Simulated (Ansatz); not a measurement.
This geometry of CH6N2Si + H2O (13 atoms, charge 0, multiplicity 1) is a first-order saddle point.

Level of theory: Ansatz 0.2.0, UKS PBE-D4/6-31G*.

```xyz
13
Properties=species:S:1:pos:R:3
H 0.473 1.379 1.240
N 0.047 0.224 1.224
C -0.088 -0.171 -0.046
Si -0.862 -1.862 -0.484
N 0.299 0.687 -0.995
H 0.664 1.734 -0.462
O 0.878 2.459 0.613
H -0.251 -0.418 1.957
H -0.720 -2.790 0.683
H -0.172 -2.434 -1.685
H -2.316 -1.681 -0.798
H 0.194 0.405 -1.969
H 1.852 2.468 0.723
```

Question: Which two structures does it join? (They come from a converged band through this point; their orientation in space is the band's.)

Answer: Bonds broken: H1–N2, H6–O7. Bonds formed: H1–O7, N5–H6.

Initial state:

```xyz
13
Properties=species:S:1:pos:R:3
H 0.407 1.100 1.370
N 0.113 0.118 1.192
C -0.085 -0.217 -0.117
Si -0.889 -1.918 -0.488
N 0.281 0.621 -1.053
H 0.750 2.189 -0.237
O 0.977 2.718 0.589
H -0.319 -0.423 1.934
H -0.810 -2.836 0.698
H -0.176 -2.531 -1.654
H -2.330 -1.723 -0.853
H 0.126 0.243 -1.994
H 1.953 2.659 0.613
```

Final state:

```xyz
13
Properties=species:S:1:pos:R:3
H 0.585 1.875 1.240
N 0.031 0.136 1.245
C -0.089 -0.247 -0.001
Si -0.888 -1.913 -0.511
N 0.364 0.573 -0.995
H 0.640 1.532 -0.700
O 0.947 2.684 0.761
H -0.296 -0.582 1.901
H -0.719 -2.870 0.629
H -0.255 -2.474 -1.752
H -2.352 -1.718 -0.773
H 0.123 0.392 -1.964
H 1.909 2.613 0.921
```

Question: How far does it lie above each of them?

Answer: 11.7 kcal/mol above the first and 11.6 kcal/mol above the second. This is the barrier of this one path; another mechanism may lie lower. The orbitals were unrestricted but ended closed-shell.

Run time: 2.6 min on 4 threads of Arm Neoverse N1 (shared host), peak memory 0.18 GiB.
